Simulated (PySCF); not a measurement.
**Adding and removing an electron: CdO**

PBE0; PySCF, scalar-relativistic core potentials, basis sets Cd def2-SVPD with ECP28, O def2-SVPD. Neutral (UKS): triplet (σ ↑, π ↑), Re = 2.114 Å, ωe = 416 cm⁻¹, De = 1.01 eV, HOMO -6.51 eV, LUMO -3.46 eV.

CdO⁺ (UKS): doublet (π ↑), Re = 2.016 Å, ωe = 505 cm⁻¹, De = 1.03 eV to Cd⁺ + O. The energies at the minima are -242.70333 hartree for CdO and -242.38032 for CdO⁺.

Task: Work out the adiabatic ionisation energy, without and with harmonic zero-point energies (1 hartree = 27.2114 eV, 1 eV = 8065.5 cm⁻¹), and the change of the bond length.

Result: At PBE0: 0.32301 hartree = 8.790 eV between the minima; the zero-point term (505.0 − 416.0)/2 cm⁻¹ = +0.006 eV makes it 8.795 eV. Re changes by -9.8 pm against the neutral. The electron leaves a σ orbital; in so polar a molecule the change of length follows mostly from the change of the ionic charges.

CdO⁻ (UKS): doublet (σ ↑), Re = 2.035 Å, ωe = 415 cm⁻¹, De = 1.37 eV to Cd + O⁻. The energies at the minima are -242.70333 hartree for CdO and -242.76962 for CdO⁻.

Task: Work out the adiabatic electron affinity, without and with harmonic zero-point energies (1 hartree = 27.2114 eV, 1 eV = 8065.5 cm⁻¹), and the change of the bond length.

Result: At PBE0: 0.06629 hartree = 1.804 eV between the minima; the zero-point term (416.0 − 415.0)/2 cm⁻¹ = +0.000 eV makes it 1.804 eV. Re changes by -7.9 pm against the neutral. The electron enters a π orbital; the charge polarises the partner, so the anion is bound more strongly.

Spin–orbit coupling is left out. For an ion De counts to the pair picked by the measured ionisation energies or electron affinities, which need not be the lowest pair at this level. States were picked by a PBE0 search and need not be the measured ground states.
